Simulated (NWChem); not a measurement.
CdNH$_{3}$S; SMILES [Cd]([SH])[NH2]

```xyz
6

Cd     0.4775    -0.1110    -0.0761
N      0.8917    -2.0703     0.0421
H      0.2397    -2.6689    -0.4623
H      0.9458    -2.4318     0.9930
S      0.1897     2.1985    -0.3123
H     -1.0261     2.1895     0.2788
```
Atoms are numbered in this order, from 1.

Results from NWChem. STO-3G and 3-21G are far too small for this property and stand as cheap habits. Structure relaxed at the PBE0/def2-SVP level. def2 effective core potentials on Cd; no spin-orbit coupling. Field at 589 nm.

Problem. Among these, which level gives the highest value of “isotropic polarisability (bohr³)”?
(A) B3LYP/def2-SVPD (core potentials)
(B) B3LYP/def2-SVP (core potentials)
(C) B3LYP/STO-3G (all-electron, non-relativistic)

Solution. A, B3LYP/def2-SVPD (core potentials). Values: B3LYP/STO-3G (all-electron, non-relativistic) 32.1; B3LYP/def2-SVP (core potentials) 56.0; B3LYP/def2-SVPD (core potentials) 69.4
